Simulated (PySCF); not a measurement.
# Correlation energy of F+ (fluorine, charge +1)

[He] 2s2 2p4, high-spin 3P determinant. Calculation: PySCF 2.14, in x2c-TZVPPall with one added diffuse shell each of s, p, d type (6s4p3d1f, 40 functions); the spin-free X2C one-electron Hamiltonian (Gaussian nucleus). Frozen: nothing; 8 electrons correlated.

| level | correlation energy (mhartree) |
| --- | --- |
| CCSD | -176.02 |
| (T) | -2.04 |
| CCSD(T) | -178.06 |

Diagnostics: T1 = 0.0037, D1 = 0.0079, largest double amplitude 0.025.

Cost of the coupled-cluster step: roughly 1.4 core-seconds, for 8 correlated electrons.

Iterations:

```
CC2 = 0
CCSD nocc = (np.int64(5), np.int64(3)), nmo = (40, 40)
frozen orbitals [[], []]
max_cycle = 100
direct = 0
conv_tol = 1e-08
conv_tol_normt = 1e-06
diis_space = 8
diis_start_cycle = 0
Init t2, MP2 energy = -0.159864011115932
Init E_corr(UCCSD) = -0.159864011118657
cycle = 1  E_corr(UCCSD) = -0.173007170297542  dE = -0.0131431592  norm(t1,t2) = 0.0212724
cycle = 2  E_corr(UCCSD) = -0.175180625831122  dE = -0.00217345553  norm(t1,t2) = 0.00678178
cycle = 3  E_corr(UCCSD) = -0.176058885147499  dE = -0.000878259316  norm(t1,t2) = 0.00292403
cycle = 4  E_corr(UCCSD) = -0.176012790590199  dE = 4.60945573e-05  norm(t1,t2) = 0.000700806
cycle = 5  E_corr(UCCSD) = -0.176017654893869  dE = -4.86430367e-06  norm(t1,t2) = 0.000176434
cycle = 6  E_corr(UCCSD) = -0.176022370872225  dE = -4.71597836e-06  norm(t1,t2) = 4.91882e-05
cycle = 7  E_corr(UCCSD) = -0.176021619842539  dE = 7.51029686e-07  norm(t1,t2) = 1.1016e-05
cycle = 8  E_corr(UCCSD) = -0.176021567569438  dE = 5.2273101e-08  norm(t1,t2) = 2.50283e-06
cycle = 9  E_corr(UCCSD) = -0.176021591723893  dE = -2.41544556e-08  norm(t1,t2) = 6.21849e-07
cycle = 10  E_corr(UCCSD) = -0.176021591201843  dE = 5.22050292e-10  norm(t1,t2) = 1.03406e-07
UCCSD converged
E(UCCSD) = -99.10024989583421  E_corr = -0.1760215912018431
UCCSD(T) correction = -0.00203832220149927
```

This basis was not built for core-valence correlation, so the inner-shell part is incomplete.
